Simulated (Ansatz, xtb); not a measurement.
Two structures of C4H5BF2O

We compare a, a singlet given by its coordinates, with b, `C=CC(=O)CB(F)F`, a singlet. Both are isolated molecules in the gas phase, relaxed with r2SCAN-D4/def2-SVP; the shapes shown needn't be the lowest conformers.

a (Å):

```xyz
13

C    -1.3672    1.4932    0.1132
C    -0.8065    0.5984    1.1546
C    -1.5815    0.0569    2.2669
C    -0.7774   -0.7193    3.0303
B     0.7202   -0.7362    2.4043
F     1.6684   -0.0903    3.1387
F     1.1130   -1.9219    1.8603
O     0.4036    0.2597    1.1150
H    -2.2018    0.9831   -0.3958
H    -1.7959    2.3896    0.5907
H    -0.5996    1.7811   -0.6148
H    -2.6436    0.2850    2.4009
H    -1.1404   -1.2341    3.9256
```

Close contacts (Å): C1–C2 1.48, C2–C3 1.46, C2–O8 1.26, C3–C4 1.35, C4–B5 1.62, B5–F6 1.36, B5–F7 1.36, B5–O8 1.66, C1–H9 1.10, C1–H10 1.10, C1–H11 1.10, C3–H12 1.09, C4–H13 1.09.

b (Å):

```yaml
atoms:
  - { symbol: C, position_ang: [1.6671, 0.2866, 1.9212] }
  - { symbol: C, position_ang: [0.7809, -0.0909, 0.9894] }
  - { symbol: C, position_ang: [-0.4552, -0.8353, 1.3749] }
  - { symbol: C, position_ang: [-1.4057, -1.2004, 0.2422] }
  - { symbol: B, position_ang: [-0.8199, -2.3498, -0.6476] }
  - { symbol: F, position_ang: [-1.4532, -3.4944, -0.8339] }
  - { symbol: F, position_ang: [0.3517, -2.2096, -1.2532] }
  - { symbol: O, position_ang: [-0.6914, -1.1524, 2.5237] }
  - { symbol: H, position_ang: [1.4790, 0.0415, 2.9721] }
  - { symbol: H, position_ang: [2.5779, 0.8345, 1.6651] }
  - { symbol: H, position_ang: [0.9396, 0.1331, -0.0713] }
  - { symbol: H, position_ang: [-2.3783, -1.4815, 0.6674] }
  - { symbol: H, position_ang: [-1.5255, -0.3210, -0.4174] }
```

Quicker runs give these differences E(b) − E(a): GFN2-xTB +13.8 kcal/mol; HF/STO-3G +21.0 kcal/mol (at GFN2-xTB geometries); r2SCAN-D4/def2-SVP//GFN2-xTB +14.4 kcal/mol.

**Question.** Estimate E(b) − E(a) at the level CCSD(T)/def2-SVP + ΔMP2/def2-TZVPP.

**Answer.** Calculated at CCSD(T)/def2-SVP + ΔMP2/def2-TZVPP: E(b) − E(a) = +10.9 kcal/mol, so structure a lies lower.

How the difference moves with the method:

```
                             level            geometry  E(b) − E(a) (kcal/mol)  departure from the last row (kcal/mol)  job, with rough time for the two
                          GFN2-xTB            GFN2-xTB                     +13.8                                    +3.0              optimisation, 0.38 s
                         HF/STO-3G            GFN2-xTB                     +21.0                                   +10.2              single point, 0.34 s
      r2SCAN-D4/def2-SVP//GFN2-xTB            GFN2-xTB                     +14.4                                    +3.6               single point, 3.3 s
                r2SCAN-D4/def2-SVP  r2SCAN-D4/def2-SVP                     +14.1                                    +3.2                optimisation, 52 s
                       HF/def2-SVP  r2SCAN-D4/def2-SVP                     +11.2                                    +0.3           part of the CCSD(T) run
                      MP2/def2-SVP  r2SCAN-D4/def2-SVP                     +10.5                                    −0.3           part of the CCSD(T) run
                  CCSD(T)/def2-SVP  r2SCAN-D4/def2-SVP                     +10.7                                    −0.2                      single point
CCSD(T)/def2-SVP + ΔMP2/def2-TZVPP  r2SCAN-D4/def2-SVP                     +10.9                                                        single point, 74 s
```

The levels shown agree on the order. The largest departure from CCSD(T)/def2-SVP + ΔMP2/def2-TZVPP is that of HF/STO-3G, 10.2 kcal/mol. The last row adds to CCSD(T) the change of the MP2 difference between the two basis sets, here +0.2 kcal/mol.

With thermal terms from frequencies at re-optimised GFN2-xTB minima (ideal gas, soft modes damped towards free rotors, one conformer each, 298.15 K, 1 atm): the zero-point term adds −0.2 kcal/mol; ΔH is +11.1 and ΔG +9.6 kcal/mol.

The correlated steps freeze 8 core orbitals. Programs: Ansatz 0.2.0, xtb 6.7.1; the last row on 4 threads of Arm Neoverse V1 on a shared host.
